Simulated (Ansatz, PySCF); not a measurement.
C2Fe, SMILES [C][C][Fe] (connectivity only; charge and spin as stated), neutral, multiplicity 5. Atoms are numbered in the order given.

```xyz
3

Fe     0.0078    -0.6976     0.0000
C      0.0019     1.0793     0.0000
C     -0.0025     2.3540     0.0000
```
Charge 0, spin multiplicity 5.

Coordinates come from a B3LYP-D3(BJ)/def2-TZVP optimisation. The multiplicity is an assumed one; other spin states were not compared.

Two levels are set side by side: PBE-D3(BJ)/def2-TZVP (Ansatz, a first-principles code) and B3LYP-D3(BJ)/def2-TZVP (Ansatz). Each level has its own optimised geometry; the coordinates shown are those of the second. Frequencies come from the Hessian of PySCF at each geometry. Differences are taken from unrounded values.

| quantity | B3LYP-D3(BJ) |
|---|---|
| mean bond length (Å) | 1.526 |
| bond Fe1–C2 (Å) | 1.777 |
| bond C2–C3 (Å) | 1.275 |
| highest harmonic wavenumber (cm⁻¹) | 1808 |
| mean harmonic wavenumber (cm⁻¹) | 663 |
| zero-point energy (kcal/mol) | 3.79 |

Q: What does PBE-D3(BJ) give, and how far is it from B3LYP-D3(BJ)? (The exact figures need the calculation; the answer reports its results.)

A: 
| quantity | PBE-D3(BJ) | PBE-D3(BJ) minus B3LYP-D3(BJ) |
|---|---|---|
| mean bond length (Å) | 1.524 | -0.001 |
| bond Fe1–C2 (Å) | 1.758 | -0.019 |
| bond C2–C3 (Å) | 1.291 | 0.016 |
| highest harmonic wavenumber (cm⁻¹) | 1720 | -88 |
| mean harmonic wavenumber (cm⁻¹) | 655 | -8 |
| zero-point energy (kcal/mol) | 3.74 | -0.05 |
